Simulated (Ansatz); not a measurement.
Gas-phase electronic energies from Ansatz, PBE0-D4/def2-TZVP geometries. CBS: MP2 limit from def2 TZ/QZ plus the TZ coupled-cluster correction, frozen cores. DFT in def2-TZVPP. For Se outer-core shells are correlated without core-valence functions, which leaves a few kJ/mol of doubt a bond. Scalar relativity is left out up to krypton. One conformer a species, not always the lowest.

Reaction (ligand exchange at the Si–C bond): `C=C=C(O)[SiH2]S` + `C[SeH]` → `C[Se][SiH2]S` + `C=C=CO`

| level | ΔE (kcal/mol) |
| --- | --- |
| PBE-D4 | -15.1 |
| PBE0-D4 | -15.4 |
| r2SCAN | -14.9 |
| PBE0 | -15.3 |
| MP2/def2-TZVPP | -14.6 |
| CCSD(T)/def2-TZVPP | -13.9 |
| MP2/def2-QZVPP | -15.2 |
| MP2/CBS(def2) | -15.8 |

What does CCSD(T)/CBS give? (An estimate is asked.)

Ansatz gave: -15.1 kcal/mol. The listed levels differ from it by 0.0, -0.3, 0.2, -0.2, 0.5, 1.2, -0.1, -0.7 kcal/mol.

Largest T1 diagnostic among the species: 0.013.
